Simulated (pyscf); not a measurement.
`[TeH2]` + `[GeH2]` [singlet] → `[GeH3][TeH]`, an insertion (singlet surface; H–Te broken, Ge–Te, Ge–H formed). Single points on ωB97X-D3(BJ)/def2-SVP structures (PySCF, gas phase). Correlated levels are frozen-core, on RHF or UHF. ΔMP2 is the change of the MP2 total energy from the triple- to the quadruple-zeta basis. Energies in kcal/mol from the separated reactants.

Small-basis levels: PySCF, no dispersion term, spherical d functions. 

Q: Quick MP2/6-31G*+LANL2DZ single points give ΔE‡ = 5.4 kcal/mol and ΔE = -48.2 kcal/mol. What does CCSD(T)/def2-TZVPP + ΔMP2(QZVPP) give, and how far is the quick result from it?

A: CCSD(T)/def2-TZVPP + ΔMP2(QZVPP) gives ΔE‡ = -10.3 kcal/mol and ΔE = -55.9 kcal/mol. MP2/6-31G*+LANL2DZ lies 15.6 kcal/mol over it in the barrier and 7.7 kcal/mol over it in the reaction energy, so on this step it does not hold to within 3.0 kcal/mol. CCSD(T)/def2-TZVPP + ΔMP2(QZVPP) has limits of its own. On the reactant side the descent ends in an adduct with a Ge–Te, Ge–H contact, 11.3 kcal/mol under the separated species and 0.9 kcal/mol under the saddle at ωB97X-D3(BJ)/def2-TZVP. At CCSD(T) the saddle lies under the separated reactants, which points to a path from their complex (located at ωB97X-D3(BJ) alone). What is counted as formed (Ge–Te, Ge–H) is already present as a longer contact in the reactant adduct; forming that adduct is a step of its own. This is the saddle that the search found; another between the same sides may lie lower. The CCSD(T) − MP2 part came from Ansatz, without density fitting, on the same reference. The frozen core leaves the outer d or s,p core shells of the metals and heavy elements correlated in the MP2 and CC values, and def2-TZVPP describes them poorly, which can shift differences by a few kcal/mol. In the def2 sets elements up to Kr have no core potential. In the def2 sets elements past Kr carry core potentials, without spin-orbit coupling.
